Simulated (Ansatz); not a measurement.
`FC[SiH2]F` and `FC[SiH](F)Cl` differ in one atom or group.

Ansatz, PBE0-D4/def2-TZVP geometries, multiplicity 1. Each molecule was computed in one conformer, which needn't be the lowest.

```tsv
property	`FC[SiH2]F`
HOMO energy (PBE0/def2-TZVPP) / eV	-8.86
HOMO energy (PBE/def2-TZVPP) / eV	-7.29
LUMO energy (B3LYP/def2-TZVPP) / eV	-0.16
size of the dipole moment (B3LYP/def2-TZVPP) / D	2.20
HOMO–LUMO gap (B3LYP/def2-TZVPP) / eV	8.49
HOMO–LUMO gap (PBE0/def2-TZVPP) / eV	8.95
```

Q: Give the same properties after the change, and the shifts. (Best estimate.)

A: Computed: 
```
                                        property  `FC[SiH](F)Cl`  shift
              HOMO energy (PBE0/def2-TZVPP) / eV           -8.96  -0.10
               HOMO energy (PBE/def2-TZVPP) / eV           -7.44  -0.15
             LUMO energy (B3LYP/def2-TZVPP) / eV           -0.11   0.05
size of the dipole moment (B3LYP/def2-TZVPP) / D            1.47  -0.73
           HOMO–LUMO gap (B3LYP/def2-TZVPP) / eV            8.63   0.14
            HOMO–LUMO gap (PBE0/def2-TZVPP) / eV            9.08   0.13
```

Dipoles are sizes alone; their direction can turn.

B3LYP here is the variant with VWN-RPA as its local correlation; programs differ in this.
